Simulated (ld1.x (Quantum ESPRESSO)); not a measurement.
zinc (Zn): TM pseudisation with PBE, fully relativistic reference atom.

ld1.x (Quantum ESPRESSO) 7.5 input, shortened:

```
&input
   title='Zn', zed=30., rel=2, dft='PBE', iswitch=3,
   config='[Ar] 3d10 4s2 4p0', rel_dist='average'
 /
 &inputp
   pseudotype=2, tm=.true., lloc=-2, rcloc=0.90,
   nlcc=.false.
 /
3
4S  1  0   2.00   0.00  1.80  1.80  0.0
3P  2  1   6.00   0.00  0.85  0.85  0.0
3D  3  2  10.00   0.00  1.35  1.35  0.0
 &test
   configts(1)='3p6 3d10 4s2 4p0'
 /
```

Open shells are filled in proportion to 2j + 1 (rel_dist='average').

* Cutoffs needed: 180 Ry and 300 Ry (the cutoffs (Ry, on a coarse ladder) from which the occupation-weighted sum of valence levels, in a spherical-Bessel basis at the reference potential, stays within 10 and 1 mRy of its value at 400 Ry)
* Ghost test: ghost state, extra bound levels that the all-electron valence spectrum of the same l lacks: s at -51.9 eV; a true bound ghost makes a file unfit for plane-wave use (spherical-Bessel basis up to 400 Ry, 20 bohr box)
* Largest excitation error: +69 meV (all-electron minus pseudo) for 3p6 3d9 4s0 4p0, out of 7 test configurations
